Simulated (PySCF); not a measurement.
TeBr2Me2, C2H6Br2Te.
Bonds: Te1–Br2, Te1–Br3, Te1–C4, Te1–C8. Hydrogens: H5, H6, H7 on C4; H9, H10, H11 on C8.

Method: PBE0-D3(BJ)/def2-SVP geometry optimisation, gas phase, def2 core potentials past Kr (PySCF 2.14.0).

How far are the bound atoms from Te1?

4 atoms: C8 2.136 Å, C4 2.138 Å, Br2 2.671 Å, Br3 2.672 Å. The nearest atom not counted as bound is H9, at 2.67 Å (others tie with it).

List the angles at Te1.

```
      angle  degrees  distance of the outer atoms (Å)
Br2–Te1–Br3    173.8                             5.34
  C4–Te1–C8     97.5                             3.21
 Br3–Te1–C8     89.6                             3.41
 Br2–Te1–C4     89.5                             3.41
 Br3–Te1–C4     86.5                             3.32
 Br2–Te1–C8     86.2                             3.31
```

What is the shape at Te1?

Seesaw-shaped: angles from 86.2° to 173.8°; τ4 = (360° − α − β)/141° = 0.63 with α and β the two widest (0 for a square, 1 for a tetrahedron).

What are the other bond lengths?

C4–H5 and 5 like bonds 1.097 Å.

Charge 0, singlet. Stationary, but not proved a minimum.
